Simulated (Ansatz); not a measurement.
Isolated molecules relaxed with PBE0-D4/def2-TZVP in Ansatz; ΔE leaves out vibrations. CCSD(T)/CBS adds triple-zeta CCSD(T) − MP2 to the extrapolated MP2 energy (def2 sets, frozen cores). Functionals use def2-TZVPP. Elements past krypton have def2 core potentials. For Sn outer-core shells are correlated without core-valence functions, which leaves a few kJ/mol of doubt a bond. One conformer a species, not always the lowest.

`CN[SiH2]OC` + `ClC[SiH2][SnH3]` → `CN[SiH2]CCl` + `CO[SiH2][SnH3]`  (redistribution)

| level | ΔE (eV) |
| --- | --- |
| r2SCAN | 0.22 |
| CCSD/CBS(def2) | 0.24 |

Q: What does CCSD(T)/CBS give? (Estimate.)

A: Computed: +0.25 eV. The listed levels differ from it by -0.03, -0.01 eV.

Largest T1 diagnostic among the species: 0.013.

In def2-TZVPP, CCSD(T) changes the Hartree–Fock value by +0.05 eV (the triples alone add +0.01 eV) and MP2 by +0.06 eV.
